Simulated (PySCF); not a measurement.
Continuum solvent and chemical shifts

Bonds (- single, = double, # triple, : aromatic): C1-C2, C2#C3, C3-C4, C4-S5, S5-C6, C6-S7, S7-C8, C8-C9, C9-F10, C9-C4. C1 carries H11, H12, H13; C4 carries H14; C6 carries H15, H16; C8 carries H17, H18; C9 carries H19. Stereochemistry as in CC#C[C@@H]1SCSC[C@H]1F. H15, H18 are cis to C3 on the ring; H16, H17 are trans to C3 on the ring.

GIAO PBE0/pcSseg-1 in PySCF 2.14.0 with density-fitted response routines on one PBE0-D3(BJ)/def2-SVP conformer, non-relativistic, equivalent nuclei averaged. Solvents enter as an IEF-PCM continuum (chloroform with ε = 4.7, water with ε = 78.4) around the gas-phase geometry. Shifts are referred to TMS, CS2, CFCl3 computed in the same medium.

In chloroform, δ in ppm: C9 93.3, C2 93.0, C3 79.6, C4 42.5, C6 31.9, C8 29.2, C1 4.7, S5 -27.3, S7 -91.8, F10 -175.3, H19 4.67, H15 3.85, H16 3.64, H14 3.54. Dipole moment 2.42 D.

**Question.** How does each δ change in the more polar medium?

**Answer.** 
```tsv
atoms	environment	Δδ, water
C9	sp3 CH bonded to F	+0.5
C2	alkyne carbon	+0.9
C3	alkyne carbon	+0.2
C4	propargylic sp3 CH bonded to S	+0.1
C6	sp3 CH2 bonded to 2 S	+0.1
C8	sp3 CH2 bonded to S	+0.1
C1	propargylic methyl carbon	0.0
S5	sulfide sulfur	-1.8
S7	sulfide sulfur	-2.8
F10	fluorine on an sp3 carbon	-0.5
H19	hydrogen on an sp3 CH bonded to F	+0.06
H15	hydrogen on an sp3 CH2 bonded to 2 S	+0.03
H16	hydrogen on an sp3 CH2 bonded to 2 S	+0.09
H14	hydrogen on a propargylic sp3 CH bonded to S	+0.07
```

Changes are relative to chloroform. The dipole moment becomes 2.51 D in water.

**Question.** Which nuclei move most (in ppm), and what does the model miss?

**Answer.** S7 (sulfide sulfur, -2.8 ppm) in water. A continuum only polarises the solute; specific hydrogen bonds, the anisotropy of aromatic solvents and changes of geometry or conformer are outside it.
